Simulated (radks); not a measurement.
Problem. All-electron atom: Yb in [Kr] 4d10 4f14 5s1.5 5p6 6s2 7s0.5 (fractional occupations, a model configuration). Calculated with a radial shooting solver on a logarithmic mesh with Libxc functionals: Dirac Kohn-Sham, PBE, spin-unpolarised, spherical densities, finite nucleus; Fermi nuclear charge, rms radius 5.3108 fm. Some entries of the table are withheld. Estimate them.

| orbital | occ. | eigenvalue (eV) | <r^2> (bohr^2) |
|---|---|---|---|
| 1s1/2 | 2 | -61155.30 | 0.0005300 |
| 2s1/2 | 2 | (1) | 0.008153 |
| 2p1/2 | 2 | (2) | 0.005860 |
| 2p3/2 | 4 | (3) | 0.007072 |
| 3s1/2 | 2 | -2338.445 | 0.05359 |
| 3p1/2 | 2 | -2127.706 | 0.04944 |
| 3p3/2 | 4 | -1905.461 | 0.05619 |
| 3d3/2 | 4 | -1546.385 | 0.04401 |
| 3d5/2 | 6 | -1497.825 | 0.04587 |
| 4s1/2 | 2 | -463.8743 | 0.2691 |
| 4p1/2 | 2 | -378.5558 | 0.2801 |
| 4p3/2 | 4 | -328.2969 | 0.3177 |
| 4d3/2 | 4 | -187.9111 | 0.3563 |
| 4d5/2 | 6 | -178.7655 | 0.3712 |
| 5s1/2 | 1.5 | -59.5249 | 1.631 |
| 5p1/2 | 2 | -36.2987 | (4) |
| 5p3/2 | 4 | -30.0482 | (5) |
| 4f5/2 | 6 | -8.5314 | 0.7946 |
| 4f7/2 | 8 | -7.2043 | 0.8465 |
| 6s1/2 | 2 | -5.8665 | 14.59 |
| 6p1/2 | 0 | (6) | 26.79 |
| 6p3/2 | 0 | (7) | 32.23 |
| 7s1/2 | 0.5 | -0.9300 | 131.2 |

Solution. 
(1) 2s1/2 eigenvalue (eV): -10359.43
(2) 2p1/2 eigenvalue (eV): -9882.538
(3) 2p3/2 eigenvalue (eV): -8835.506
(4) 5p1/2 <r^2> (bohr^2): 2.090
(5) 5p3/2 <r^2> (bohr^2): 2.458
(6) 6p1/2 eigenvalue (eV): -2.6007
(7) 6p3/2 eigenvalue (eV): -2.2192
